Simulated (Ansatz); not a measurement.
System: BSiH$_{4}$, charge 0, doublet. BSiH4 (SMILES B[SiH2], doublet).
B3LYP-D3(BJ)/def2-TZVP minimum from Ansatz (an electronic-structure program):
```xyz
6

B     -0.7753    -1.0677     0.3304
H     -0.3497    -1.9010     1.0648
H     -1.8734    -1.1604    -0.1174
Si     0.3212     0.4423    -0.1369
H     -0.0948     1.5399    -1.0374
H      1.6984     0.6683     0.3540
```
Charge 0, spin multiplicity 2.

Property: atomisation energy (electronic, to ground-state atoms), in kJ/mol. UHF or UKS for unpaired electrons; spin-orbit terms are left out. CBS(X,Y): correlation extrapolated as X^-3, Hartree-Fock from the larger set. A bracket is a step between two methods taken in the basis named. The functionals are non-relativistic, so their misses hold any scalar relativity. Double hybrids freeze cores in their MP2 part. 'core' is core correlation in cc-pwCVTZ (1s frozen past Ne), 'X2C' scalar relativity in cc-pVTZ-DK, both at CCSD(T). Where a partner has so few electrons that a lower coupled-cluster level is exact, that level stands in.

CCSD(T)/CBS(cc-pV(T+d)Z,cc-pV(Q+d)Z) + [CCSDT(Q) - CCSD(T)]/cc-pV(T+d)Z + core + X2C (Ansatz) gives 1693.8 kJ/mol.

How far off this value is PBE/def2-TZVPD (Ansatz), in which direction, and which of these levels come nearer: r2SCAN/def2-TZVPD, B3LYP/def2-TZVPD, wB97M-V/def2-TZVPD, B2PLYP/def2-TZVPD, CCSD(T)/CBS(cc-pV(T+d)Z,cc-pV(Q+d)Z) + core + X2C?

PBE gives 1696.1 kJ/mol, 2.3 kJ/mol above it. Differences of the others: r2SCAN/def2-TZVPD (Ansatz) 27.6; B3LYP/def2-TZVPD (Ansatz) 9.9; wB97M-V/def2-TZVPD (Ansatz) 8.7; B2PLYP/def2-TZVPD (Ansatz) -13.9; CCSD(T)/CBS(cc-pV(T+d)Z,cc-pV(Q+d)Z) + core + X2C (Ansatz) -1.0 kJ/mol. Nearer than PBE: CCSD(T)/CBS(cc-pV(T+d)Z,cc-pV(Q+d)Z) + core + X2C.
